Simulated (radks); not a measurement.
Re LI, configuration [Ar] 3d7. Calculated with a radial shooting solver on a logarithmic mesh with Libxc functionals: scalar-relativistic Kohn-Sham, PBE, spin-unpolarised, spherical densities, point nucleus.

Radial electron density D(r) = 4 pi r^2 rho(r):

r (bohr)   D(r) (e/bohr)
0.0006681          4.379
0.0007472          5.218
0.0008291          6.133
0.0009274          7.287
0.001029           8.539
0.001151           10.11
0.001277           11.80
0.001429           13.91
0.001598           16.35
0.001773           18.95
0.001983           22.14
0.0022             25.49
0.002461           29.55
0.002731           33.75
0.003055           38.76
0.003417           44.25
0.003791           49.76
0.00424            56.07
0.004705           62.20
0.005263           68.98
0.005839           75.27
0.006531           81.84
0.007306           87.96
0.008106           92.97
0.009067           97.40
0.01006            100.4
0.01125            102.2
0.01249            102.5
0.01397            101.3
0.01562            99.01
0.01733            96.17
0.01939            93.07
0.02151            90.86
0.02406            90.06
0.0267             91.43
0.02986            95.62
0.0334             102.5
0.03706            110.7
0.04146            120.1
0.046              127.6
0.05145            132.5
0.05709            132.7
0.06386            127.7
0.07142            118.0
0.07925            106.8
0.08864            95.44
0.09836            88.24
0.11               85.86
0.1221             88.38
0.1365             93.64
0.1527             97.42
0.1695             96.07
0.1895             87.39
0.2103             73.21
0.2352             54.30
0.261              36.84
0.292              21.31
0.3266             10.64
0.3624             4.836
0.4053             1.744
0.4497            0.5681
0.503             0.1378
0.5582           0.02990
0.6243          0.004476

D(r) has 3 maxima, at r = 0.0121, 0.0544, 0.158 bohr, and minima at 0.0237, 0.109 bohr, inside which lie 1.91, 11.22 electrons.
